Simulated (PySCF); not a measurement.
NMR problem set

PySCF calculation with σ from GIAO-PBE0/pcSseg-1 and geometry from GFN2-xTB; one conformer, in vacuum, no relativistic terms, equivalent nuclei averaged.

Referencing at the same level of theory: ¹H (31.72 ppm) and ¹³C (186.93 ppm) against TMS. Where no couplings were computed, multiplicities follow the n + 1 count of equivalent neighbours, and m marks all less simple cases (inequivalent or close neighbours, rings, F or P nearby). Shifts are as computed. Against solution values, carbons near 30 ppm lie about +3 ppm off and those near 130 ppm about +5 ppm. Of 1309 compounds with measured shifts, 239 miss one by over three times the rms of a fit or turn the order of signals round; such compounds aren't used in these exercises. OH and NH positions are gas-phase values without hydrogen bonding to other molecules.

Task: C$_{5}$H$_{9}$NO$_{2}$Si. ¹H NMR (300 MHz, computed): δ 7.29 (s, 1H), 5.59 (q, 2H), 3.80 (s, 3H), 0.31 (t, 3H). ¹³C{¹H} NMR (computed): δ 154.3 (CH), 124.6 (C), 119.6 (C), 58.0 (CH3), -1.5 (CH3). Identify the compound.

Result: `CO/C(C#N)=C/O[SiH2]C`. Rings plus π bonds: 3 (no ring in the answer). 5 carbon signals for 5 carbons: no two carbons are equivalent. Carbon types of the structure: 2 × C, 1 × CH, 2 × CH3, leaving 2 H on heteroatoms. δC 154.3, 124.6: alkene carbon bearing oxygen. δC 119.6: nitrile carbon; typical of a nitrile. δC -1.5: methyl carbon bonded to Si; an electropositive neighbour leaves it electron-rich and shielded. δH 7.29: hydrogen on an alkene carbon bearing oxygen; olefinic region.

The data come from this structure; uniqueness wasn't tested.

Task: C$_{5}$H$_{9}$NO$_{2}$Si. ¹H NMR (600 MHz, computed): δ 5.57 (q, 1H), 2.70 (s, 3H), 2.21 (s, 1H), 0.46 (d, 3H), 0.35 (br s, 1H). ¹³C{¹H} NMR (computed): δ 157.5 (C), 81.0 (CH), 80.6 (C), 28.7 (CH3), -1.4 (CH3). What is it?

Result: SMILES C#CC(=O)O[Si@H](C)NC. Rings plus π bonds: 3 (no ring in the answer). 5 carbon signals for 5 carbons: no two carbons are equivalent. Carbon types of the structure: 2 × C, 1 × CH, 2 × CH3, leaving 2 H on heteroatoms. δC 157.5: carbonyl carbon. δC 81.0: terminal alkyne carbon; the triple bond shields along its axis, which puts it between sp3 and sp2 carbons. δC 80.6: alkyne carbon; the triple bond shields along its axis, which puts it between sp3 and sp2 carbons. δC -1.4: methyl carbon bonded to Si; an electropositive neighbour leaves it electron-rich and shielded.

The shifts were computed for this structure.

Task: C$_{5}$H$_{9}$NO$_{2}$Si. ¹H NMR (400 MHz, computed): δ 9.30 (d, 1H), 8.32 (d, 1H), 5.38 (s, 2H), 4.89 (br s, 1H), 4.70 (br s, 1H), 3.66 (s, 3H). ¹³C{¹H} NMR (computed): δ 200.2, 175.7, 170.5, 99.8, 55.9. What is it?

Result: SMILES C(/C=N/[SiH2]C(=C)OC)=O. The formula gives 3 degrees of unsaturation (no ring in the answer). 5 carbon signals for 5 carbons: no two carbons are equivalent. Carbon types of the structure: 1 × C, 2 × CH, 1 × CH2, 1 × CH3, leaving 2 H on heteroatoms. δC 200.2: aldehyde carbonyl carbon; the double bond to the heteroatom, with no lone-pair donor beside it, deshields it most. δC 170.5: alkene carbon bearing oxygen; an sp2 carbon further deshielded by the attached heteroatom. δC 99.8: β carbon of an enol-ether or enamine type C=C; the O or N lone pair pushes π density onto this β carbon and shields it. δH 9.30: hydrogen on an aldehyde carbonyl carbon; the C=O anisotropy and electron withdrawal place aldehyde protons far downfield.

The shifts were computed for this structure.
